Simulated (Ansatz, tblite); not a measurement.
Forces on Hg₂O₃⁻ at its PBE0-D4/def2-SVPD geometry. Charge -1, multiplicity 2.

In the def2 sets Hg takes a core potential; there is no spin–orbit coupling. The xTB rows come from tblite. The structure holds 1 bond(s) between oxygen atoms. Another isomer (doublet) lies 0.02 eV lower at PBE-D4/def2-TZVPD; other spin states weren't run for this one.

GFN1-xTB (tblite), largest force 2.72 eV/Å:

```xyz
5
positions Å, forces eV/Å
Hg   -3.420   -0.541   -1.649   -0.230   -0.049   -0.135
Hg    0.163   -0.178    0.298   -0.379   -0.230   -0.072
O    -1.258   -1.088   -0.595    0.203    0.145    0.147
O     2.800    0.971    0.624    2.387    0.423   -1.244
O     1.715    0.835    1.322   -1.981   -0.289    1.303
```

GFN2-xTB (tblite), largest force 1.77 eV/Å:

```
Hg -0.722 0.026 -0.382
Hg -0.595 -0.483 -0.279
O 0.861 0.243 0.465
O 1.510 0.228 -0.888
O -1.055 -0.014 1.084
```

PBE-D4/def2-TZVPD (Ansatz), largest force 1.29 eV/Å:

```
Hg -0.001 0.009 0.000
Hg 0.071 0.117 0.173
O -0.283 -0.219 -0.207
O 1.119 0.188 -0.605
O -0.907 -0.095 0.639
```
